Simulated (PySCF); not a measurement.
Gas-phase XPS of `N#C/C=N/[SiH2]C=O`, computed

Species: C₃H₄N₂OSi.
Atom-mapped SMILES: `[N:1]#[C:2]/[CH:3]=[N:4]/[SiH2:5][CH:6]=[O:7]`

Method used: delta-SCF UKS SCAN, pcX-2 on the ionised atom, pcseg-1 elsewhere, spin-free X2C in PySCF. Each binding energy is the total energy of the core-ionised species, with the hole localised on one atom, minus that of the ground state; both are solved self-consistently, so orbital relaxation is included.

**Question.** Give the core binding energies atom by atom.

**Answer.** 
```
atom(s)       environment     level  binding energy (eV)  2p1/2 (eV)  above the level's lowest (eV)  count
    Si5      SiH2 silicon  Si 2p3/2               107.55      108.17                           0.00      1
     C2    nitrile carbon      C 1s               292.35           –                           0.00      1
     C6   carbonyl carbon      C 1s               293.35           –                          +1.00      1
     N4      C=N nitrogen      N 1s               405.09           –                           0.00      1
     N1  nitrile nitrogen      N 1s               405.24           –                          +0.15      1
     O7   carbonyl oxygen      O 1s               538.63           –                           0.00      1
    Si5      SiH2 silicon     Si 1s              1847.31           –                           0.00      1
```

The listed C 1s values span 1.00 eV, from C2 (bonded to N (triple bond) and C) to C6 (bonded to O (double bond), H and Si). Summing the Pauling electronegativity differences to the bonded atoms, each weighted by its formal bond order, gives +1.47 for the lowest site and +0.78 for the highest; the largest sum, +1.47, belongs to C2, 1.00 eV below the top. The smallest sum, +0.78, belongs to C6, 1.00 eV above the lowest.

The 2 N 1s values lie within 0.15 eV of each other; Gaussian lines of 0.5 eV full width would blend them into one maximum.

**Question.** What is the longest wavelength that can ionise O 1s of O7 vertically?

**Answer.** λ = hc/E = 12398.42 eV Å / 538.63 eV = 23.018 Å.

The list is incomplete; no value stands for C 1s of C3 (hole states with ⟨S²⟩ of 1 or more are left out). Spin contamination (⟨S²⟩ against 0.75 for a pure doublet) is marked for N 1s of N1 (0.99) and C 1s of C6 (0.94), which makes these values less certain. 2p3/2 and 2p1/2 are the ΔSCF energy of one spin-free 2p hole plus the eigenvalues of a spin–orbit and ligand-field matrix of the shell. 2p1/2 minus 2p3/2 (ligand field included): Si 0.62 eV. Isolated species at its GFN2-xTB geometry (one conformer only).

Conformer computed: `[N:1]#[C:2]/[CH:3]=[N:4]/[SiH2:5][CH:6]=[O:7]`: C3–N4–Si5–C6 -120°, N4–Si5–C6–O7 149°.
